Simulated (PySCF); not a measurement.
## How methods differ on the excitation energy of W

W [Xe] 4f14 5d4 6s2 (5D) → W [Xe] 4f14 5d4 6s1 7s1 (7D), as a difference of total energies. All numbers are calculated (PySCF 2.14, scalar relativity through the core potential, in aug-cc-pVTZ-PP with one added diffuse shell each of s, p, d, f, g type with ECP60MDF (7s7p6d4f3g, 113 functions)). Correlated levels: valence: 5s2 5p6 frozen. The calculations carry no spin-orbit coupling.

```csv
method,excitation energy (cm⁻¹)
UHF,28784
LDA,42483
PBE,39056
PBE0,37788
r2SCAN,36691
r2SCANh,36763
BP86,40816
wB97M-V,41350
MP2 (valence),38884
SCS-MP2 (valence),41634
```

The promoted electron is Rydberg-like, and one or two diffuse shells describe it only roughly, which tends to raise the upper state.
